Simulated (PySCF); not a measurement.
Species: C6H5F.
Cartesian coordinates in Å at the PBE0-D3(BJ)/def2-SVP level; atoms count from 1:
```xyz
12
C6H5F angstrom
C      2.1947   -1.6337   -0.1558
C      1.4514   -0.6776   -0.1812
C      0.5734    0.4641   -0.2130
C      0.0080    1.0452    1.0929
C     -0.8469    0.3357    0.1537
C     -2.0361   -0.1340   -0.1631
F     -2.2657   -0.8138   -1.2817
H      2.8517   -2.4832   -0.1374
H      0.8072    1.1991   -0.9945
H     -0.0600    2.1363    1.1605
H      0.2934    0.5414    2.0223
H     -2.9311   -0.0072    0.4533
```

Computed with TDDFT wB97X-D/def2-SVPD, vertical, gas phase, core orbitals frozen in the response in PySCF.

Computed singlets with f of 0.002 or more:

| state | ν̃ (cm⁻¹) | f |
| --- | --- | --- |
| S1 | 50110 | 0.0036 |
| S2 | 52890 | 0.028 |
| S3 | 53860 | 0.0037 |
| S4 | 56120 | 0.015 |
| S5 | 57860 | 0.050 |
| S6 | 58230 | 0.327 |

Task: Turn these into Einstein A coefficients, radiative lifetimes, transition dipoles and integrated cross-sections.

Result: A / s⁻¹ = 0.6670 f (ν̃ / cm⁻¹)² and τ = 1/A in vacuum; |μ| follows from f = (2/3) ΔE |μ|² (atomic units, 1 au = 2.5417 D); ∫σ dE = 109.76 f Mb·eV.

```
state  A (s⁻¹)       τ  |μ| (D)  ∫σ dE (Mb·eV)
   S1  6.0×10⁶  170 ns     0.39            0.4
   S2  5.1×10⁷   19 ns     1.05              3
   S3  7.1×10⁶  140 ns     0.38            0.4
   S4  3.1×10⁷   32 ns     0.75            1.6
   S5  1.1×10⁸    9 ns     1.35            5.5
   S6  7.4×10⁸  1.4 ns     3.46             36
```

The rates are for emission to S0 at the absorption energy, with no other channel.

Task: By what factor does the largest A in the list exceed the smallest?

Result: S6 has 120 times the rate of S1.

Task: Suppose S1 emitted 0.3 eV lower with the same transition dipole. How would A change?

Result: At fixed |μ|, A goes as the cube of the energy: (5.91/6.21)³ = 0.86, which makes τ about 190 ns.

Task: What is the integrated cross-section of all computed states together?

Result: Σf = 0.427 over S1 to S6, so 109.76 × Σf ≈ 46.8 Mb·eV.
